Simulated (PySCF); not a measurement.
A structure optimised at B3LYP-D3(BJ)/def2-SVP, used in a PySCF frequency run:

```xyz
6

B     -0.7751    -0.0679     0.0000
C     -0.1643     1.3153     0.0000
C      0.3051     2.4406     0.0000
H      0.7231     3.4311     0.0000
Cl     0.2513    -1.4935     0.0000
H     -1.9641    -0.2370     0.0000
```

Q: Write its SMILES, formula and point group.

A: C#CBCl, C2H2BCl, Cs

Q: What are its rotational constants (standard atomic weights)?

A: 34.828, 2.7609, 2.5581 GHz
